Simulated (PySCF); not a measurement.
## Core-level binding energies of `O=C1C[C@@H]2C[C@H](F)[C@H]1C2`

Species: C₇H₉FO.
Z-matrix (Å and degrees, PBE0-D3(BJ)/def2-SVP geometry), rows numbered from 1:
```
O 
C   1  1.1990
C   2  1.5282  1  127.25
C   3  1.5327  2  102.44  1   179.30
C   4  1.5336  3  108.59  2    70.26
C   5  1.5428  4  103.22  3   -69.50
F   6  1.3745  5  111.64  4   118.05
C   2  1.5251  1  127.19  3   177.89
C   8  1.5355  2  100.60  1  -144.53
H   3  1.1005  2  110.76  1   -57.59
H   3  1.1027  2  108.78  1    60.25
H   4  1.0985  3  114.21  2  -160.88
H   5  1.0999  4  111.35  3   171.05
H   5  1.0998  4  113.60  3    49.20
H   6  1.1025  5  112.23  4  -121.45
H   8  1.0960  2  113.16  1   -15.89
H   9  1.1011  4  113.66  3   -62.28
H   9  1.1012  4  113.21  3   173.40
```

Method used: delta-SCF UKS SCAN, pcX-2 on the ionised atom, pcseg-1 elsewhere, spin-free X2C (PySCF 2.14.0). These are vertical core ionisation energies against the vacuum level, from separate self-consistent calculations with and without the core hole.

List the computed XPS lines with their assignment.

| atom(s) | bonded to | level | binding energy (eV) | above the level's lowest (eV) | count |
| --- | --- | --- | --- | --- | --- |
| O1 | C (double bond) | O 1s | 537.60 | 0.00 | 1 |
| C2 | O (double bond) and 2 C | C 1s | 293.16 | +2.30 | 1 |
| C3 | 2 C and 2 H | C 1s | 290.86 | 0.00 | 1 |
| C4 | 3 C and H | C 1s | 291.08 | +0.22 | 1 |
| C5 | 2 C and 2 H | C 1s | 290.95 | +0.09 | 1 |
| C6 | F, 2 C and H | C 1s | 293.08 | +2.22 | 1 |
| F7 | C | F 1s | 692.32 | 0.00 | 1 |
| C8 | 3 C and H | C 1s | 290.90 | +0.04 | 1 |
| C9 | 2 C and 2 H | C 1s | 291.07 | +0.21 | 1 |

The listed C 1s values span 2.30 eV, from C3 (bonded to 2 C and 2 H) to C2 (bonded to O (double bond) and 2 C). The values 290.86, 290.90 and 290.95 eV; the values 291.07 and 291.08 eV lie too close for their order to be trusted.

Which photon energy gives electrons from C 1s of C2 a kinetic energy of 150 eV, and what is their de Broglie wavelength?

hν = 293.16 + 150 = 443.16 eV, recoil neglected; λ = 12.264 Å/√(E/eV) = 1.00 Å.

Give the binding energy of C 1s of C2 in hartree and in kJ/mol.

293.16 eV = 10.7734 Eh = 28286 kJ/mol.

Geometry: PBE0-D3(BJ)/def2-SVP; no solvent, vibrations or thermal averaging.

Time: 4.6 min. Hardware: one thread of an x86-64 server, no GPU, shared host.
